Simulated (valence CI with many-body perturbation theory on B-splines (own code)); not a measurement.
## Ir⁷¹⁺: magnetic and hyperfine properties of the levels

Calculated by valence CI with perturbative core correlation (CI+MBPT): four valence electrons over a frozen Dirac-Fock core [He], radial functions for each j: 11 s, 11 p, 10 d, 8 f, 5 g, 2 h, with the one-electron correlation potential Σ1 (screened to all orders), the two-electron term Σ2, the three-electron term Σ3, Breit, model QED; selected single and double excitations, second order for the rest, scaled by the run's own slope (own B-spline code, finite nucleus).

No measured spectrum was set against this ion. As an estimate, large intervals hold to a few tenths of a per cent, small ones and those within an open d or f shell to about a per cent. Among the levels kept, up to 1400 cm⁻¹ of a level comes from second order outside the variational space, and about a tenth of that is noise between levels of different J, which matters for small intervals.

A/g_I is the dipole constant over the nuclear g factor μ/I (μ in nuclear magnetons, uniformly magnetised nucleus), B/Q the quadrupole constant per barn. Both hold the static response of the core; the bare values leave it out. Large factors of s and p1/2 electrons are usually good to 5 to 10 %; those of open d and f shells near neutrality can be off by tens of per cent, and small factors of p3/2, d and f electrons come from cancelling terms and can be off by a factor of two or in sign, in half-filled shells by more. B is blank for J = 1/2, where it vanishes, and for nearly pure S terms. Energies count from the lowest level. Levels with J = 0 are left out.

Levels are named by their leading jj configuration (3d3/2^4 stands for four electrons in 3d with j = 3/2), which in mixed levels can hold well under half, so a name can repeat and another be missing. Letters in brackets count levels of one name in rising energy.

| Level | E (× 10³ cm⁻¹) | g | A/g_I (MHz) | A/g_I bare | B/Q (MHz/b) | B/Q bare |
| --- | --- | --- | --- | --- | --- | --- |
| (2s^2 2p1/2 2p3/2) J=1 | 13702 | 1.465 | -1090000 | -1060000 | 957000 | 958000 |
| (2s^2 2p1/2 2p3/2) J=2 | 13849 | 1.129 | 3010000 | 3020000 | 1820000 | 1830000 |
| (2s 2p1/2^2 2p3/2) J=2 | 16306 | 1.484 | 7600000 | 7550000 | 1850000 | 1850000 |
| (2s 2p1/2^2 2p3/2) J=1 | 17055 | 1.112 | -5720000 | -5620000 | 1060000 | 1060000 |
| (2s^2 2p3/2^2) J=2 | 27767 | 1.289 | 969000 | 989000 | 86100 | 86200 |
| (2s 2p1/2 2p3/2^2) J=2 [a] | 29765 | 1.544 | 5350000 | 5330000 | 253000 | 254000 |
| (2s 2p1/2 2p3/2^2) J=3 | 30131 | 1.290 | 6790000 | 6750000 | -4840 | -4880 |
| (2s 2p1/2 2p3/2^2) J=1 [a] | 30872 | 1.297 | -7050000 | -6930000 | -496000 | -497000 |
| (2s 2p1/2 2p3/2^2) J=2 [b] | 30942 | 1.041 | -541000 | -488000 | -177000 | -177000 |
| (2s 2p1/2 2p3/2^2) J=1 [b] | 30981 | 1.286 | 1.77e+07 | 1.75e+07 | 287000 | 288000 |
| (2p1/2^2 2p3/2^2) J=2 | 33696 | 1.300 | 908000 | 949000 | 82700 | 82800 |
| (2s 2p3/2^3) J=2 | 44347 | 1.434 | 7690000 | 7640000 | -1940000 | -1950000 |
| (2s 2p3/2^3) J=1 | 45084 | 1.148 | -5790000 | -5680000 | -849000 | -851000 |
| (2p1/2 2p3/2^3) J=1 | 47541 | 1.466 | -1160000 | -1090000 | -952000 | -953000 |
| (2p1/2 2p3/2^3) J=2 | 47690 | 1.118 | 3000000 | 3010000 | -1990000 | -1990000 |
| (2s^2 2p1/2 3s) J=1 | 92269 | 1.297 | 8660000 | 8610000 | -15500 | -15600 |
| (2s^2 2p1/2 3p1/2) J=1 | 93001 | 0.629 | 6020000 | 5990000 | -3690 | -3690 |
| (2s 2p1/2^2 3s) J=1 | 94629 | 1.993 | 1.78e+07 | 1.76e+07 | 6360 | 6370 |
| (2s 2p1/2^2 3p1/2) J=1 | 95463 | 1.329 | 1.52e+07 | 1.51e+07 | -6440 | -6440 |
| (2s^2 2p1/2 3p3/2) J=2 | 97244 | 1.141 | 2520000 | 2520000 | 573000 | 574000 |
| (2s^2 2p1/2 3p3/2) J=1 | 97253 | 1.495 | -1860000 | -1840000 | 288000 | 288000 |
| (2s^2 2p1/2 3d3/2) J=2 | 97797 | 0.739 | 2440000 | 2430000 | 116000 | 117000 |
| (2s^2 2p1/2 3d3/2) J=1 | 98015 | 0.825 | -2070000 | -2060000 | 50500 | 50900 |
| (2s^2 2p1/2 3d5/2) J=2 | 98967 | 1.283 | -1270000 | -1270000 | 113000 | 114000 |
| (2s^2 2p1/2 3d5/2) J=3 | 99004 | 1.090 | 1590000 | 1590000 | 109000 | 110000 |
| (2s 2p1/2^2 3p3/2) J=2 | 99659 | 1.488 | 6950000 | 6890000 | 557000 | 557000 |
| (2s 2p1/2^2 3p3/2) J=1 | 99702 | 1.140 | -6580000 | -6500000 | 293000 | 294000 |
| (2s 2p1/2^2 3d3/2) J=1 | 100200 | 0.473 | -6740000 | -6670000 | 51000 | 51300 |
| (2s 2p1/2^2 3d3/2) J=2 | 100250 | 1.102 | 7000000 | 6930000 | 98700 | 99400 |
| (2s 2p1/2^2 3d5/2) J=3 | 101350 | 1.323 | 4690000 | 4640000 | 102000 | 103000 |
| (2s 2p1/2^2 3d5/2) J=2 | 101490 | 1.035 | -4480000 | -4430000 | 84600 | 85300 |

Q: Take the isotope of mass number 193, with I = 3/2, μ = 0.163 μN and Q = 0.751 b. What is the hyperfine structure of (2s^2 2p1/2 2p3/2) J=1?

A: From the table A = -119000 MHz, B = 718000 MHz. Shifts from the centre of gravity in MHz: F = 1/2: 1200000, F = 3/2: -599000, F = 5/2: 1000.
